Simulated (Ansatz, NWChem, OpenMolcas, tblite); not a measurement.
## Redistribution: C2H3Br + C3H8 → C2H4 + C3H7Br

Gas-phase species: C2H3Br (vinyl bromide) `C=CBr`, singlet; C3H8 (propane) `CCC`, singlet; C2H4 (ethylene) `C=C`, singlet; C3H7Br (1-bromopropane) `CCCBr`, singlet. The partners trade Br for H; both sit on C, so the bond types are kept.

Shapes, held fixed at every level: PBE0-D4/def2-TZVP. Flexible molecules stand in one conformer, not always the lowest. Programs: Ansatz 0.2.0, NWChem 7.3.0, OpenMolcas 26.06, tblite 0.8.0. A level may come from different programs for different species; with the same settings they agree closely. Electronic energies: no zero-point or thermal term.

(1) Estimate ΔE of this reaction.

Results:

(1) The highest level, CCSD(T)/def2-TZVPP, gives ΔE = -3.4 kJ/mol; the levels span -6.7 to +12.5. That is about zero within the method's error. They disagree on the sign: 3 of 8 are positive. The column of differences is taken from that level and isn't an error. No measured value is set beside it here. Relativity is left out for Br. Outer-core shells of Br are correlated, in sets that cover them unevenly.

```csv
level,kind,ΔE (kJ/mol),less CCSD(T)/def2-TZVPP
GFN2-xTB,semi-empirical,+12.5,+15.9
HF/def2-TZVPP,Hartree–Fock,-6.7,-3.3
r2SCAN-D4/def2-TZVPP,meta-GGA,+1.7,+5.1
PBE0/def2-SVP,global hybrid,+3.8,+7.2
B3LYP-D4/def2-TZVPP,global hybrid,-1.2,+2.2
B2PLYP/def2-TZVPP,double hybrid,-0.4,+3.0
CCSD/def2-TZVPP,coupled cluster or CI,-3.8,-0.4
CCSD(T)/def2-TZVPP,coupled cluster or CI,-3.4,0.0
```
